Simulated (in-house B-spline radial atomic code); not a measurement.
## Solving the quasi-particle equation for 3d up of the copper ion Cu⁶⁺

Configuration [Ar] 3d5, highest spin, start PBE; correlation leaves out the deepest shell. Computed with an all-electron radial atomic-structure program (B-spline basis): all electrons, scalar-relativistic (spin-free one-electron X2C), finite nucleus, each spin shell either full or empty, empty states to l = 9 with an (l + 1/2)⁻⁴ tail; G0W0 by contour deformation at full frequency.

At the mean-field level ε = -124.909 eV the matrix elements are Σx = -62.483 eV, v_xc = -46.487 eV and Σc(ε) = 1.179 eV, and the slope of the correlation self-energy is dΣc/dω = -0.0343. The quasi-particle energy solves E = ε + Σx − v_xc + Σc(E).

**Question.** What does the linearised equation give?

**Answer.** Z = 1/(1 − dΣc/dω) = 1/1.0343 = 0.9668. The first-order shift is Σx − v_xc + Σc(ε) = -62.483 − (-46.487) + (1.179) = -14.817 eV, so E ≈ ε + Z × shift = -124.909 + 0.9668 × (-14.817) = -139.234 eV.

**Question.** How does that compare with the full solution and with static screening?

**Answer.** Solving the equation at full frequency dependence gives E = -139.188 eV, where Σc = 1.716 eV and the weight is 0.960; the linearised value is off by 46 meV. Leaving Z out would give -139.726 eV. Static COHSEX puts -2.756 eV in place of Σc and gives -143.661 eV, 4.47 eV deeper.
